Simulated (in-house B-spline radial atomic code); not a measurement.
Au. Computed with a B-spline radial atomic code. Model: all-electron spherical atom, spin shells full or empty, radial basis limit, no spin-orbit coupling, Breit or QED, empty-state partial waves extrapolated as (l+1/2)^-4, RPA, G0W0 and static COHSEX of the highest shell as one setting changes (uncorrelated shells keep exact exchange).

In a row where one electron alone is correlated, RPA and GW hold only self-correlation.

Without the two-electron picture change, core correlation of heavy ions comes too large.

Given: element Au; charge 0; filled core Xe; hamiltonian one-electron scalar X2C; mean-field start PBE0; highest l of empty states 9; nuclear rms radius 5.4371 fm; highest mean-field shell 6s up.

Shell: 4f 7 7, 5d 5 5, 6s 1 0 (electrons up and down).

```tsv
lowest nl shells left uncorrelated	RPA correlation energy (hartree)	G0W0 level (eV)	G0W0 minus most complete (meV)	COHSEX level (eV)
0	-7.0059	-9.4952	0	-11.341
1	-6.7693	-9.4951	0.1	-11.341
2	-6.5563	-9.4956	-0.4	-11.342
3	-5.9412	-9.4951	0.1	-11.341
4	?	?	?	?
5	-5.1284	-9.4964	-1.2	-11.346
6	-4.1143	-9.4912	4	-11.336
7	-3.9248	-9.5028	-7.7	-11.364
8	-3.3572	-9.5039	-8.8	-11.369
9	-2.3969	-9.4886	6.5	-11.343
10	-2.1994	-9.5195	-24.4	-11.409
11	?	?	?	?
12	-0.56763	-9.3972	98	-11.234
13	-0.013058	-8.5738	921.4	-9.3237
```

(1) What follows for lowest nl shells left uncorrelated = 11?

(2) What follows for lowest nl shells left uncorrelated = 4?

## Answers

(1) RPA correlation energy -0.9435 hartree; G0W0 level -9.4337 eV; G0W0 minus most complete 61.5 meV; COHSEX level -11.262 eV.

(2) RPA correlation energy -5.7421 hartree; G0W0 level -9.4971 eV; G0W0 minus most complete -1.9 meV; COHSEX level -11.346 eV.
